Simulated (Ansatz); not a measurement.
Two isomers of H6OSi3: A = `O1[SiH2][SiH2][SiH2]1`, B = `[SiH3][SiH]1O[SiH2]1`.

Program: Ansatz. Geometries: PBE0-D4/def2-TZVP. ΔE: electronic, gas phase. CBS: MP2 limit from def2 TZ/QZ plus the TZ coupled-cluster correction, frozen cores. Functionals use def2-TZVPP. B3LYP here is the variant with VWN-RPA as its local correlation; programs differ in this.

Task: Which isomer does CCSD(T)/CBS put lower? Give the gap. (An estimate is asked.)

Result: The calculation gave: A, by 27.6 kcal/mol.

Task: Give E(B) − E(A) in kcal/mol with BLYP-D4, PBE0-D4, r2SCAN-D4, CCSD(T)/def2-TZVPP, PBE-D4, B3LYP, B3LYP-D4. (Best estimate.)

Result: Ansatz gave: BLYP-D4 24.4, PBE0-D4 27.4, r2SCAN-D4 26.2, CCSD(T)/def2-TZVPP 27.5, PBE-D4 24.9, B3LYP 25.5, B3LYP-D4 26.5. None reverses the order clearly.

Task: Does the order hold for the free energy at 298.15 K (harmonic terms from PBE0-D4)? (An estimate is asked.)

Result: The calculation gave: Yes: G(B) − G(A) = +25.7 kcal/mol.

Largest T1 diagnostic: 0.015.

The D4 term adds +1.0 kcal/mol with B3LYP and +0.5 kcal/mol with PBE0; it sums over pairs of atoms, weighted by their polarisabilities, and B3LYP, whose exchange is more repulsive, gets the larger term. From PBE to PBE0 (25 % exact exchange), in def2-TZVPP and without D4, E(B) − E(A) moves by +2.6 kcal/mol.
